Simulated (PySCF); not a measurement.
**Field gradients at the hydrogen positions**

Compound: C7H12F (charge +1).
Geometry (GFN2-xTB, Å), atoms numbered from 1 in this order:
```xyz
20
C7H12F angstrom
C     -2.463    0.899    0.151
C     -2.056   -0.229   -0.467
C     -0.731   -0.475   -0.919
C     -0.464   -1.812   -1.483
F      0.831   -1.988   -1.838
C      0.368    0.455   -0.791
C      1.167    0.070    0.518
C      2.292    1.064    0.721
H     -1.809    1.733    0.353
H     -3.483    1.004    0.484
H     -2.775   -1.023   -0.626
H     -1.081   -1.969   -2.385
H     -0.729   -2.614   -0.775
H      0.053    1.492   -0.701
H      1.081    0.337   -1.609
H      0.481    0.090    1.365
H      1.570   -0.935    0.405
H      2.992    1.051   -0.110
H      1.919    2.076    0.854
H      2.834    0.783    1.623
```

Level: PBE0/pcSseg-1 (PySCF, non-relativistic); Q(2H) = 0.00286 b; rigid geometry, the same for H and D, with no vibrational averaging.

Problem. Rank these positions by the coupling χzz of a deuteron there, largest first.
A. H9 (hydrogen on carbon)
B. H17 (methylene hydrogen)
C. H15 (methylene hydrogen)
D. H13 (methylene hydrogen)
E. H18 (methyl hydrogen)

Solution. A (213 kHz), E (209 kHz), B (201 kHz), C (196 kHz), D (182 kHz).

Problem. What are Vzz, η and χzz (234.96 MHz × Q × Vzz) at all hydrogens?

Solution. 
```csv
atom,bonded to,bond length (Å),Vzz (au),η,χzz (kHz)
H9,C1,1.079,0.3172,0.01,213
H10,C1,1.079,0.3144,0.02,211
H11,C2,1.083,0.3066,0.10,206
H12,C4,1.104,0.2692,0.09,181
H13,C4,1.103,0.2704,0.09,182
H14,C6,1.087,0.3044,0.04,205
H15,C6,1.092,0.2910,0.05,196
H16,C7,1.091,0.2988,0.06,201
H17,C7,1.089,0.2987,0.05,201
H18,C8,1.086,0.3105,0.04,209
H19,C8,1.087,0.3111,0.04,209
H20,C8,1.089,0.3062,0.03,206
```

Problem. How does χzz go with the bond length over the 12 C–H bonds?

Solution. A straight-line fit has a slope of -13.0 kHz for each 0.01 Å, with a correlation coefficient of -0.96, over lengths from 1.079 to 1.104 Å. The longer bonds have the smaller couplings here.

One conformer (not necessarily the lowest) at the GFN2-xTB geometry, without solvent, vibrations or thermal averaging. GFN2-xTB bond lengths can be off by several hundredths of an ångström, more for odd bonds, and the gradients follow them. With so small a basis the couplings can be 20 % off.
